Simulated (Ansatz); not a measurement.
Isolated molecules relaxed with PBE0-D4/def2-TZVP in Ansatz; ΔE leaves out vibrations. CCSD(T)/CBS adds triple-zeta CCSD(T) − MP2 to the extrapolated MP2 energy (def2 sets, frozen cores). This one scheme is used for every species. DFT in def2-TZVPP. B3LYP here is the variant with VWN-RPA as its local correlation; programs differ in this. Elements past krypton have def2 core potentials. For Te outer-core shells are correlated without core-valence functions, which leaves a few kJ/mol of doubt a bond. One conformer a species, not always the lowest.

`O[SiH2]C[TeH]` + `C[SiH]1[O][AlH]1` → `C[SiH]1[O][Al]1[TeH]` + `C[SiH2]O`  (formal exchange of groups at a Te–C bond)

```csv
level,ΔE (kcal/mol)
PBE0-D4,-37.0
B2PLYP,-36.9
PBE,-37.0
PBE0,-37.9
B3LYP,-37.3
SCS-MP2/def2-TZVPP,-35.6
CCSD/def2-TZVPP,-36.1
CCSD(T)/def2-TZVPP,-35.7
```

Task: What does CCSD(T)/CBS give? (Estimate.)

Result: Computed: -35.5 kcal/mol. The listed levels differ from it by -1.5, -1.4, -1.5, -2.4, -1.8, -0.1, -0.6, -0.2 kcal/mol.

Largest T1 diagnostic among the species: 0.015.

In def2-TZVPP, CCSD(T) changes the Hartree–Fock value by +3.3 kcal/mol (the triples alone add +0.4 kcal/mol) and MP2 by +2.7 kcal/mol. From PBE to PBE0 (25 % exact exchange), in def2-TZVPP and without D4, ΔE moves by −0.9 kcal/mol. The D4 term adds +1.9 kcal/mol with B3LYP and +0.9 kcal/mol with PBE0; it sums over pairs of atoms, weighted by their polarisabilities, and B3LYP, whose exchange is more repulsive, gets the larger term.
